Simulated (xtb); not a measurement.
C6H17N2Si, doublet, at a GFN2-xTB geometry. Base run: GFN2-xTB run with xtb.

Geometry (Å):
```xyz
26

C      0.2537     1.5364     1.6234
Si     0.1018     0.5772     0.0518
C      0.2639     1.7262    -1.4600
N     -1.4167    -0.2768    -0.1192
C     -2.5940     0.3754    -0.6206
C     -1.7336    -1.3614     0.7718
N      1.2598    -0.7124     0.1014
C      2.5552    -0.5111     0.6915
C      1.2717    -1.7493    -0.8991
H      0.0093     2.5834     1.6758
H      0.2983     1.0503     2.5835
H     -0.3586     2.6102    -1.3719
H     -0.0017     1.2210    -2.3838
H      1.2904     2.0653    -1.5566
H     -3.2205    -0.3477    -1.1525
H     -2.3139     1.1679    -1.3063
H     -3.1962     0.8091     0.1884
H     -0.8133    -1.7974     1.1464
H     -2.3032    -2.1283     0.2373
H     -2.3387    -1.0234     1.6220
H      2.4852     0.2585     1.4551
H      3.3006    -0.1961    -0.0509
H      2.9070    -1.4416     1.1483
H      1.5772    -2.6992    -0.4474
H      1.9735    -1.5221    -1.7125
H      0.2759    -1.8625    -1.3175
```
Charge 0, spin multiplicity 2.
All else is at xtb's defaults.
Base energy -29.02922 Eh.

The base run was repeated with changes; each row names its change, and settings that it needs were set with it.

| change | ΔE vs base (kJ/mol) | dipole (D) | G_solv (kcal/mol) | SCF cycles |
|---|---|---|---|---|
| base | 0.00 | 0.90 | - | 14 |
| acc = 0.1 | 0.00 | 0.90 | - | 17 |
| etemp = 5000 | -33.2 | 1.69 | - | 15 |
| alpb = acetone | -33.7 | 1.05 | -8.08 | 14 |
| etemp = 3000 | -12.31 | 1.26 | - | 15 |
| alpb = hexane | -30.3 | 0.95 | -7.26 | 14 |
| acc = 30 | 0.00 | 0.90 | - | 10 |
| gbsa = acetonitrile | -22.44 | 1.10 | -5.42 | 15 |

ALPB and GBSA are two models with their own fitted parameters for each solvent, which aren't always the measured dielectric constant.
